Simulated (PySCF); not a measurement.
Ga(Cl)(Br)(Et), SMILES C[CH2][Ga]([Cl])[Br] (C₂H₅BrClGa), PBE0/def2-SVP optimised geometry.

```
10

Ga    -0.22     0.87     0.00
Cl     1.93     0.87     0.00
Br    -1.17     2.96     0.00
C     -1.26    -0.79     0.00
C     -0.44    -2.07    -0.01
H     -1.93    -0.73    -0.88
H     -1.92    -0.73     0.88
H      0.22    -2.14     0.87
H      0.21    -2.13    -0.89
H     -1.09    -2.96    -0.01
```

Density from PySCF 2.14.0 with PBE0/def2-TZVP at that geometry.

Minimum of the electron density along straight lines between bonded atoms, close to the bond critical point (lines longer than 1.1 times the sum of covalent radii, or with two minima, are not listed):

| bond | length / Å | ρ at the minimum / e bohr⁻³ | ∇²ρ there / e bohr⁻⁵ | position (fraction from the first atom) |
|---|---|---|---|---|
| Ga1–Cl2 | 2.152 | 0.096 | 0.27 | 0.44 |
| Ga1–Br3 | 2.289 | 0.086 | 0.16 | 0.43 |
| Ga1–C4 | 1.959 | 0.118 | 0.16 | 0.48 |
| C4–C5 | 1.523 | 0.243 | -0.59 | 0.51 |
| C4–H6 | 1.103 | 0.268 | -0.88 | 0.64 |
| C4–H7 | 1.103 | 0.268 | -0.88 | 0.64 |
| C5–H8 | 1.100 | 0.273 | -0.92 | 0.64 |
| C5–H9 | 1.100 | 0.273 | -0.92 | 0.64 |
| C5–H10 | 1.102 | 0.271 | -0.91 | 0.64 |
